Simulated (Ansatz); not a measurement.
ammonium (SMILES [NH4+]) moved off its minimum; all values from Ansatz (an electronic-structure program), cores frozen in correlated methods.
(charge 1, multiplicity 1)
```xyz
5

N      0.00252     0.08262    -0.01275
H     -0.51808    -0.27684    -0.64280
H      0.04944     1.02616    -0.03479
H     -0.19685    -0.22257     0.85992
H      0.94649    -0.42524    -0.22352
```

Forces at B3LYP/def2-TZVPP (eV/Å):

```json
[
 {"atom": "N1", "Fx": "7.824", "Fy": "-1.654", "Fz": "1.751"},
 {"atom": "H2", "Fx": "-5.555", "Fy": "-2.892", "Fz": "-5.579"},
 {"atom": "H3", "Fx": "0.459", "Fy": "4.088", "Fz": "-0.354"},
 {"atom": "H4", "Fx": "-1.441", "Fy": "-1.218", "Fz": "3.789"},
 {"atom": "H5", "Fx": "-1.287", "Fy": "1.677", "Fz": "0.393"}
]
```

Question: Give the forces (eV/Å), the total energy and the dipole at CCSD(T)/aug-cc-pVTZ.

Answer: 
| atom | Fx | Fy | Fz |
|---|---|---|---|
| N1 | 7.892 | -1.654 | 1.770 |
| H2 | -5.591 | -2.911 | -5.609 |
| H3 | 0.473 | 4.076 | -0.361 |
| H4 | -1.443 | -1.227 | 3.791 |
| H5 | -1.331 | 1.717 | 0.408 |
Energy -56.7827 hartree.
